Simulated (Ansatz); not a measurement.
Ansatz results at the PBE0-D4/def2-TZVP geometry: size of the dipole moment (B3LYP/def2-TZVPP) 1.74 D; LUMO energy (PBE/def2-TZVPP) -1.39 eV; size of the dipole moment (ωB97M-V/def2-TZVPP) 1.73 D.

Each molecule was computed in one conformer, which needn't be the lowest.

Problem. Which molecule gave them?
A. `BN([SiH3])C=C`
B. `CN([SiH3])[SiH2]Cl`
C. `BN([SiH2][SiH3])[SiH2]Cl`
D. `BN(CC)[SiH2]Cl`

Solution. D. The others give `BN([SiH3])C=C`: 0.81, -1.65, 0.77; `CN([SiH3])[SiH2]Cl`: 1.78, -0.75, 1.76; `BN([SiH2][SiH3])[SiH2]Cl`: 0.94, -1.84, 0.92.

B3LYP here is the variant with VWN-RPA as its local correlation; programs differ in this.
